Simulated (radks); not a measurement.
Values are calculated unless marked as measured or tabulated.
Rh, configuration [Kr] 4d8 5s1. Code: a radial shooting solver on a logarithmic mesh with Libxc functionals. Model: scalar-relativistic Kohn-Sham, SCAN, spin-polarised, spherical densities, finite nucleus; open shells are filled with parallel spins first (spin-orbit coupling, left out, can overturn this in heavy ions); meta-GGA in the generalised Kohn-Sham scheme; Fermi nuclear charge, rms radius 4.4945 fm.

X-ray form factor f0, the Fourier transform of the density (f0(0) = 45):

| sin(theta)/lambda (1/angstrom) | f0 (electrons) |
|---|---|
| 0.05 | 44.115 |
| 0.1 | 41.862 |
| 0.15 | 38.991 |
| 0.2 | 36.031 |
| 0.25 | 33.224 |
| 0.3 | 30.666 |
| 0.4 | 26.403 |
| 0.5 | 23.205 |
| 0.6 | 20.813 |
| 0.8 | 17.312 |
| 1 | 14.431 |
| 1.25 | 11.289 |
| 1.5 | 8.884 |
| 2 | 6.258 |
